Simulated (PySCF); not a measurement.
Electron correlation in V (vanadium, neutral)

[Ar] 3d3 4s1 5s1, high-spin 6F determinant (an excited configuration). All numbers are calculated (PySCF 2.14, the non-relativistic Hamiltonian (point nucleus), in dyall-av2z (16s12p7d2f, 101 functions)). Frozen: [Ar]; 5 electrons correlated; the 25 highest virtual orbitals of each spin left out.

| level | correlation energy (mhartree) |
| --- | --- |
| CCSD | -34.24 |
| (T) | -0.43 |
| CCSD(T) | -34.67 |

Diagnostics: T1 = 0.015, D1 = 0.0442, largest double amplitude 0.050.

Is a single reference adequate?

Yes: T1 lies below 0.03 and no double amplitude reaches 0.07.
